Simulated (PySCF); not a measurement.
CH10Si4, SMILES [SiH3][Si@@H]1C[SiH2][SiH2]1. Geometry: ωB97X-D3(BJ)/def2-SVP. The structure was generated by enumeration; whether it is a known compound was not checked.

Computed equilibrium geometry at ωB97X-D3(BJ)/def2-SVP (PySCF confirms it by a frequency run) as Cartesian coordinates in Å:
```xyz
15

Si     2.6902    -0.6018    -0.1191
Si     0.5992     0.2011     0.5210
C     -0.7218    -1.1438     0.8412
Si    -2.2327    -0.1216     0.2963
Si    -0.8276     1.1428    -1.0856
H      3.3445    -1.3702     0.9825
H      2.5142    -1.5115    -1.2913
H      3.5860     0.5245    -0.5173
H      0.7074     1.1098     1.7032
H     -0.5648    -1.9593     0.1131
H     -0.7513    -1.5820     1.8501
H     -2.7056     0.7271     1.4316
H     -3.3910    -0.8945    -0.2435
H     -0.6273     0.5163    -2.4275
H     -0.9886     2.6171    -1.2262
```
